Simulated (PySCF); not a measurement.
Spectra and structures to be paired. Theory: PySCF 2.14.0, density-fitted response routines, TDDFT CAM-B3LYP/def2-SVPD, vertical, gas phase, core orbitals frozen in the response. Geometries: PBE0-D3(BJ)/def2-SVP; one conformer of each isolated species. Triplets are in the Tamm–Dancoff approximation. Atoms past krypton carry core potentials; spin–orbit coupling is left out.

A. `C[AsH][GeH3]`
B. `O=P(O)(O)O`
C. `CCC1CCCC1`
D. `[H][In]([H])([H])<-[OH2]`
E. `[H][In]([H])([H])<-[NH3]`

Lowest singlet levels (six at most, fewer where fewer were computed) with oscillator strengths:

1. 8.45 eV (f 0.002); 8.64 eV (f 0.006); 8.78 eV (f 0.003); 8.81 eV (f 0.009); 9.00 eV (f 0.020); 9.09 eV (f 0.004); T1 8.16 eV
2. 7.63 eV (f 0.029); 7.65 eV (f 0.031); 8.61 eV (f 0.018); 8.86 eV (f 0.018 summed over 2 states); 9.00 eV (f 0.001); 9.09 eV (f 0.004); T1 7.36 eV
3. 5.91 eV (f 0.062); 6.20 eV (f 0.186); 6.41 eV (f 0.100); 7.19 eV (f 0.014); 7.29 eV (f 0.005); 7.50 eV (f 0.054); T1 5.01 eV
4. 5.89 eV (f 0.035 summed over 2 states); 6.97 eV (f 0.225 summed over 2 states); 7.42 eV (f 0.000); 7.64 eV (f 0.082 summed over 2 states); 7.70 eV (f 0.249); 8.03 eV (f 0.001) [of 10 roots; the last level is left out, as the window may have cut its degenerate partner]; T1 5.55 eV
5. 5.51 eV (f 0.004); 5.67 eV (f 0.007); 6.92 eV (f 0.075); 7.05 eV (f 0.100); 7.50 eV (f 0.144); 7.52 eV (f 0.001); T1 5.18 eV

Question: Which spectrum belongs to which structure?

Answer: 1 = C, 2 = B, 3 = A, 4 = E, 5 = D.
- A: S1 at 5.91 eV, HOMO→LUMO+1 (83%); Löwdin shares by element: HOMO arsenic 60%, germanium 16%, carbon 10%, hydrogen 6% or more; LUMO germanium 38%, arsenic 26%, hydrogen 20% or more (atoms not listed hold the other 16%); HOMO -8.24 and LUMO 0.65 eV.
- B: S1 at 7.63 eV, HOMO-1/HOMO→LUMO (≥94%); Löwdin shares by element: HOMO (one of a set within 0.03 eV) oxygen 88% or more, phosphorus 8%; LUMO oxygen 46% or more, phosphorus 22% (atoms not listed hold the other 32%); HOMO -10.51 and LUMO 0.36 eV.
- C: S1 at 8.45 eV, HOMO→LUMO (82%); Löwdin shares by element: HOMO carbon 42% or more, hydrogen 12% or more (atoms not listed hold the other 46%); LUMO carbon 32% or more (atoms not listed hold the other 68%); HOMO -9.97 and LUMO 1.43 eV.
- D: S1 at 5.51 eV, HOMO→LUMO (89%); Löwdin shares by element: HOMO hydrogen 56% or more, indium 41%; LUMO indium 43%, oxygen 23%, hydrogen 21% or more; HOMO -8.85 and LUMO -0.32 eV.
- E: S1 at 5.89 eV, HOMO-1/HOMO→LUMO (≥86%); Löwdin shares by element: HOMO (one of a set within 0.03 eV) hydrogen 57% or more, indium 42%; LUMO indium 46%, hydrogen 22% or more, nitrogen 11% (atoms not listed hold the other 21%); HOMO -8.66 and LUMO 0.08 eV; point group C3v, 1 of its 9 listed states under f = 0.0005.
A and E have S1 within 0.03 eV of each other; their strongest listed levels stand at 6.20 eV (f 0.186) and 7.70 eV (f 0.249).

A slash joins orbitals within 0.01 eV of each other, whose weights are summed (≥ marks a lower bound).
